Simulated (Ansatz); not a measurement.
Results of the Gaussian-basis code of Ansatz.

Basis-set series for FH$_{3}$SSn (`[F][SnH2][SH]`). Charge 0, multiplicity 1. Sn: def2 effective core potential. The structure was optimised at the PBE0-D4/def2-TZVP level. It is one conformer, not always the lowest.

Cartesian coordinates in Å:
```
F -0.7271 -1.4779 1.1842
Sn -0.4222 -0.2662 -0.2785
S 1.7990 0.5608 -0.0647
H -0.5250 -1.2204 -1.6773
H -1.5837 0.9514 -0.0450
H 1.4590 1.4523 0.8813
```

| functional | basis | functions | energy (Eh) | HOMO (eV) | LUMO (eV) |
| --- | --- | --- | --- | --- | --- |
| PBE0-D4 | def2-SVP | 73 | -713.73232 | -7.73 | -0.58 |
| PBE0-D4 | def2-TZVPP | 165 | -714.01479 | -7.89 | -0.91 |
| ωB97M-V | def2-SVP | 73 | -713.85415 | -9.90 | 1.48 |
| ωB97M-V | def2-TZVPP | 165 | -714.13998 | -10.09 | 0.92 |

Task: Give the rows for def2-QZVPP. (An estimate is asked.)

Result: The calculation gave: 
| functional | basis | functions | energy (Eh) | HOMO (eV) | LUMO (eV) |
| --- | --- | --- | --- | --- | --- |
| PBE0-D4 | def2-QZVPP | 299 | -714.03557 | -7.91 | -0.99 |
| ωB97M-V | def2-QZVPP | 299 | -714.16001 | -10.13 | 0.67 |

Positive LUMOs are unbound and depend on the basis.
